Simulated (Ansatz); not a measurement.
FH3OSi2. Total charge 0; spin multiplicity 1. The bonds changed during the relaxation, so this is another structure than the one it started from. Geometry: relaxed with PBE0-D4/def2-TZVP.

```xyz
7

F     2.298    0.521    0.245
Si    0.957    1.353   -0.081
O    -0.268    0.251   -0.175
Si   -1.080   -1.118    0.081
H     1.136    1.806   -1.502
H    -0.510   -1.953    1.172
H    -2.533   -0.861    0.261
```

Problem. What is the dipole moment at B3LYP/def2-TZVPP? (An estimate is asked.)

Solution. Ansatz gave: 2.06 D, with components (-1.86, -0.88, -0.05) D in this frame, pointing from negative to positive charge.

Problem. And with PBE, r2SCAN, ωB97M-V? (An estimate is asked.)

Solution. The calculation gave: PBE 1.69 D, r2SCAN 1.80 D, ωB97M-V 2.58 D.

Problem. Give the Mulliken charges with B3LYP, r2SCAN, PBE in def2-TZVPP. (Estimate.)

Solution. Computed: 
| atom | B3LYP | r2SCAN | PBE |
| --- | --- | --- | --- |
| F1 | -0.32 | -0.32 | -0.27 |
| Si2 | 0.42 | 0.46 | 0.35 |
| O3 | -0.26 | -0.31 | -0.20 |
| Si4 | 0.30 | 0.34 | 0.24 |
| H5 | -0.07 | -0.08 | -0.06 |
| H6 | -0.03 | -0.04 | -0.03 |
| H7 | -0.04 | -0.05 | -0.03 |

B3LYP here is the variant with VWN-RPA as its local correlation; programs differ in this.
